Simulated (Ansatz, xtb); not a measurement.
# Two isomers of C5H3NOS

Structure X is `N#Cc1ccoc1S`, a singlet and structure Y is `N#Cc1cocc1S`, a singlet. Both are isolated molecules in the gas phase, relaxed with PBE-D3(BJ)/def2-SVP; the shapes shown needn't be the lowest conformers.

X (Å):

```yaml
atoms:
  - { symbol: C, position_ang: [-0.8691, -1.7915, -0.4618] }
  - { symbol: C, position_ang: [0.1422, -0.8871, -0.0483] }
  - { symbol: C, position_ang: [0.0468, 0.1703, 0.9365] }
  - { symbol: C, position_ang: [1.2778, 0.7619, 0.9837] }
  - { symbol: C, position_ang: [1.4535, -0.8417, -0.5219] }
  - { symbol: N, position_ang: [-1.7056, -2.5421, -0.8061] }
  - { symbol: O, position_ang: [2.1377, 0.1490, 0.0974] }
  - { symbol: S, position_ang: [2.2601, -1.8276, -1.7215] }
  - { symbol: H, position_ang: [-0.8412, 0.4327, 1.5198] }
  - { symbol: H, position_ang: [1.7044, 1.5892, 1.5577] }
  - { symbol: H, position_ang: [3.4425, -1.1645, -1.5905] }
```

Y (Å):

```xyz
11

C    -0.0368   -2.1384   -0.6038
C     0.3668   -0.9429    0.0444
C    -0.2579   -0.2734    1.0849
C     1.5426    0.8958    0.5983
C     1.5570   -0.1691   -0.2764
N    -0.3211   -3.1243   -1.1772
O     0.4440    0.8260    1.4169
S     2.7554   -0.5197   -1.5150
H    -1.1728   -0.4753    1.6503
H     2.2109    1.7466    0.7557
H     2.1401   -1.6567   -1.9490
```

Energies in hartree; the thermal terms are from GFN2-xTB frequencies at re-optimised GFN2-xTB minima (ideal gas, soft modes damped towards free rotors, one conformer each, 298.15 K, 1 atm) and include the zero-point energy:

```
                              X           Y
E, CCSD(T)/def2-SVP  −718.695584  −718.694570
    E, MP2/def2-SVP  −718.614771  −718.613682
  E, MP2/def2-TZVPP  −719.377180  −719.376237
  zero-point energy     0.065536     0.065570
       H(298 K) − E     0.073800     0.073802
       G(298 K) − E     0.033339     0.033428
```

**Question.** Correct the CCSD(T) difference for the basis set by the MP2 change, then work out ΔE, ΔE₀, ΔH and ΔG for X → Y in kcal/mol (1 Eh = 627.51 kcal/mol) and the equilibrium ratio [Y]/[X].

**Answer.** 1. Differences Y − X: CCSD(T) +0.001014, MP2 in the small set +0.001089, MP2 in the large set +0.000943 Eh.
2. ΔE = +0.001014 + (+0.000943 − (+0.001089)) = +0.000868 Eh = +0.54 kcal/mol.
3. ΔE₀ = ΔE + ΔZPE = +0.000868 + (+0.000034) Eh = +0.57 kcal/mol.
4. ΔH = ΔE + (+0.000002) Eh = +0.55 kcal/mol.
5. ΔG = ΔE + (+0.000089) Eh = +0.60 kcal/mol, so ΔS = (ΔH − ΔG)/T = −0.8 J/(mol K).
6. kT = 0.9442 mEh, so K = [Y]/[X] = exp(−ΔG/kT) = exp(−1.01) ≈ 0.36.

The two are too close for this level to say which is favoured. An error of 1 kcal/mol in ΔG would change K by a factor of 5.4. Mirror images and further conformers aren't counted.

As drawn, both hold the same kinds of bond in the same numbers.

Other levels gave ΔE = +0.4 (GFN2-xTB); +3.5 (HF/STO-3G, GFN2-xTB geometries); +0.9 (r2SCAN-D4/def2-SVP, GFN2-xTB geometries); +0.5 (PBE-D3(BJ)/def2-SVP); +1.4 (HF/def2-SVP); +0.7 (MP2/def2-SVP); +0.6 (CCSD(T)/def2-SVP) kcal/mol. The correlated steps freeze 12 core orbitals. Programs: Ansatz 0.2.0, xtb 6.7.1.
